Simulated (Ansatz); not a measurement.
Basis sets compared for the cluster Cs3H4 (the lowest doublet isomer of a short search). Charge 0, multiplicity 2. Geometry r2SCAN-D4/def2-TZVP. Ansatz on 4 threads of AMD EPYC 7B13 on a shared host; times are rough, and most runs start from earlier orbitals.

```xyz
7

Cs    0.722   -1.051   -2.461
Cs    1.708    2.443    0.068
Cs    0.675   -1.194    1.634
H    -2.874   -0.490    1.076
H    -0.409    0.632   -0.480
H    -2.364   -0.141    0.647
H     2.542   -0.200   -0.485
```

In the def2 sets Cs takes a core potential; there is no spin–orbit coupling. In the doublet, H4 and H6 lie 0.75 Å apart (atoms count from 1), so H2 has formed as a molecule. The structure comes from a short search, and lower isomers may exist.

Binding counts from free atoms (Cs doublet, H doublet) in the same basis, without a counterpoise term.

| level | functions | energy (Eh) | HOMO (eV) | LUMO (eV) | binding per atom (eV) | wall time |
| --- | --- | --- | --- | --- | --- | --- |
| PBE-D4/def2-SVP | 92 | -62.7913 | -1.65 | -1.45 | 1.38 | 2.1 s |
| PBE-D4/def2-TZVP | 111 | -62.8094 | -1.68 | -1.40 | 1.44 | 2.6 s |
| r2SCAN-D4/def2-TZVP (with forces) | 111 | -62.8190 | -1.62 | -1.20 | 1.45 | 6.5 s |
| PBE0-D4/def2-SVP | 92 | -62.7729 | -1.89 | -1.11 | 1.37 | 2.8 s |
| PBE0-D4/def2-TZVP | 111 | -62.7889 | -1.92 | -1.06 | 1.42 | 8 s |

Q: Estimate the rows for PBE-D4/def2-TZVPD, r2SCAN-D4/def2-TZVPD, PBE0-D4/def2-TZVPD.

A: 
```
               level  functions  energy (Eh)  HOMO (eV)  LUMO (eV)  binding per atom (eV)  wall time
   PBE-D4/def2-TZVPD        132     -62.8115      -1.67      -1.40                   1.44      3.1 s
r2SCAN-D4/def2-TZVPD        132     -62.8213      -1.60      -1.21                   1.46       14 s
  PBE0-D4/def2-TZVPD        132     -62.7915      -1.90      -1.07                   1.43      3.7 s
```
